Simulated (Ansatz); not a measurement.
FGa, singlet, at a GFN2-xTB geometry (such geometries of metal compounds can be far from the true shape).

Here is a job for Ansatz (an electronic-structure program).
Ansatz 0.2 input:
```yaml
crystal:
  periodic: [false, false, false]
  atoms:
    - {symbol: Ga, position_ang: [-0.00000000, -0.00000000, -0.40479707]}
    - {symbol: F, position_ang: [0.00000000, 0.00000000, 1.39430103]}
basis:
  gaussian:
    orbitals: def2-TZVP
hamiltonian:
  xc: {name: SVWN5}
```

Q: Give the total energy at the level Ansatz with SVWN5/def2-TZVP.

A: -2021.1528 Eh

Q: Predict the number of basis functions from SVWN5/def2-TZVP.

A: 79
